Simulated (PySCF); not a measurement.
**Spin-rotation constants: SMILES FC1(SCC(C)=S)CC1, C$_{6}$H$_{9}$FS$_{2}$**

Cartesian coordinates in Å; atom numbers follow the order of the lines, from 1:
```xyz
18

C     3.149    0.290   -0.150
C     2.239   -0.320    0.852
S     2.702   -0.635    2.377
C     0.858   -0.648    0.411
S     0.000    0.845   -0.263
C    -1.591    0.083   -0.551
F    -1.542   -0.843   -1.557
C    -2.844    0.883   -0.418
C    -2.526   -0.196    0.581
H     3.196   -0.325   -1.048
H     4.146    0.417    0.261
H     2.755    1.264   -0.448
H     0.261   -1.026    1.241
H     0.872   -1.375   -0.405
H    -2.751    1.913   -0.114
H    -3.623    0.698   -1.141
H    -3.092   -1.115    0.539
H    -2.218    0.096    1.573
```

Level of theory: GIAO KT3/pcSseg-1 magnetisability, rotational g tensor and spin-rotation constants, non-relativistic, gas phase in PySCF 2.14.0. Geometry: GFN2-xTB.

Question: Give the nuclear spin-rotation constants along the inertial axes (H = +C I·J) beside the isotropic shieldings.

Answer: Rotational constants 2.5427, 0.5527, 0.5145 GHz. A star marks the isotopologue with that one atom substituted, in its own axes.
| atom | isotope | Caa (kHz) | Cbb (kHz) | Ccc (kHz) | mean (kHz) | σ (ppm) |
| --- | --- | --- | --- | --- | --- | --- |
| F7 | 19F | 1.810 | 0.438 | 0.394 | 0.881 | 341.0 |
| H10 | 1H | -0.282 | -0.020 | -0.012 | -0.105 | 28.7 |
| H11 | 1H | 0.110 | -0.055 | -0.056 | -0.001 | 28.7 |
| H12 | 1H | -0.198 | -0.043 | -0.006 | -0.082 | 28.5 |
| H13 | 1H | -0.210 | 0.025 | -0.056 | -0.080 | 27.4 |
| H14 | 1H | -0.195 | -0.043 | 0.008 | -0.077 | 26.9 |
| H15 | 1H | -0.273 | -0.064 | 0.009 | -0.109 | 30.6 |
| H16 | 1H | 0.041 | -0.061 | -0.054 | -0.025 | 30.3 |
| H17 | 1H | -0.244 | -0.043 | -0.013 | -0.100 | 30.3 |
| H18 | 1H | -0.168 | -0.026 | -0.048 | -0.081 | 30.8 |
| C1 | 13C* | 0.512 | 0.083 | 0.098 | 0.231 | 143.4 |
| C2 | 13C* | 1.637 | 0.343 | 0.105 | 0.695 | -59.6 |
| S3 | 33S* | 2.197 | 0.520 | 0.141 | 0.953 | -441.3 |
| C4 | 13C* | 0.482 | 0.115 | 0.112 | 0.237 | 127.5 |
| S5 | 33S* | 0.583 | 0.190 | 0.190 | 0.321 | 380.2 |
| C6 | 13C* | 0.721 | 0.155 | 0.102 | 0.326 | 93.6 |
| C8 | 13C* | 0.385 | 0.081 | 0.068 | 0.178 | 167.7 |

For the geometry as given, no vibrational averaging.
